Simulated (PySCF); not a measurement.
**CBr₄ + F₂ → CF₂ + 2 Br₂**

Level: B3LYP in the def2-TZVP basis family, all electrons, no relativity, computed in PySCF with density fitting; open shells unrestricted.

| species | state and structure | ZPE (kJ/mol) | H(298 K) − H(0) (kJ/mol) | S° (J/(mol K)) |
| --- | --- | --- | --- | --- |
| CBr₄ | singlet, Td, C–Br 1.956 Å (×4) | 17.7 | 20.5 | 358.7 |
| F₂ | singlet, D∞h, F–F 1.396 Å | 6.3 | 8.8 | 202.2 |
| CF₂ | singlet, C2v, C–F 1.304 Å (×2); F–C–F 104.8° | 18.0 | 10.3 | 240.9 |
| Br₂ | singlet, D∞h, Br–Br 2.316 Å | 1.9 | 9.7 | 245.5 |

**Question.** Is the gas-phase reaction uphill or downhill in electronic energy at this level, and by how much?

**Answer.** At B3LYP/def2-TZVP, ΔE = -288.9 kJ/mol, downhill. Fluorination of this kind underlies dry etching and chamber cleaning.

**Question.** Add zero-point, thermal and entropy terms for 298.15 K and 1 bar.

**Answer.** ΔZPE = -2.2 and Δ[H(298) − H(0)] = 0.4 kJ/mol give ΔH° = -290.7 kJ/mol. ΔS° = 171.0 J/(mol K), so ΔG° = -290.7 − 298.15 × (0.1710) = -342 kJ/mol.

Only the bonding shown was studied: isomers, or loss of a ligand pair, can lie lower.
